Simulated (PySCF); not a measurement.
C₂H₅Cl₂Si, multiplicity 2. Atoms are numbered in the order given.

```xyz
10

C     -1.2631    -1.5129    -0.6633
Si     0.0501    -0.3488    -0.1047
C      1.7660    -1.0852    -0.1016
Cl    -0.4202     0.3125     1.8204
Cl     0.0255     1.3313    -1.3471
H     -1.0422    -2.5440    -0.9883
H     -2.3253    -1.2183    -0.6991
H      1.8063    -1.9602     0.5781
H      2.5074    -0.3378     0.2424
H      2.0442    -1.4125    -1.1237
```
Charge 0, spin multiplicity 2.

Coordinates come from a PBE-D3(BJ)/def2-SVP optimisation. The isomer is the one that the SMILES or the coordinates give; other isomers of the formula were not compared.

Computed with PySCF with PBE/def2-TZVP.

The molecule is in vacuum.

```json
{
 "total_energy": "-1288.61180 hartree",
 "α spin, highest occupied and lowest empty level": "-6.10 and -0.45 eV",
 "β spin, highest occupied and lowest empty level": "-7.43 and -4.03 eV",
 "dipole_moment": "2.34 D",
 "quadrupole, principal values (traceless, Buckingham form, about the centre of nuclear charge)": "-5.93, 2.27, 3.66 D·Å",
 "mean_static_polarisability": "74.2 bohr³ (11.00 Å³)",
 "polarisability_principal_values": "71.1, 75.6, 75.9 bohr³",
 "⟨S²⟩": "0.754 (pure state 0.75)"
}
```
